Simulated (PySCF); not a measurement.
Si(H)3(OAc) (C₂H₆O₂Si), SMILES CC(=O)O[SiH3].

Geometry optimised at r2SCAN-D4/def2-SVP.

Calculation: PBE/def2-TZVP (PySCF).

The molecule is in vacuum.

Computed frontier levels, gap, dipole moment and polarisability:
```yaml
highest_occupied_level: -6.58 eV
lowest_empty_level: -1.24 eV
orbital_gap: 5.34 eV
dipole_moment: 1.73 D
quadrupole, principal values (traceless, Buckingham form, about the centre of nuclear charge): -8.51, 0.39, 8.12 D·Å
mean_static_polarisability: 58.2 bohr³ (8.63 Å³)
polarisability_principal_values: 47.6, 56.4, 70.7 bohr³
```
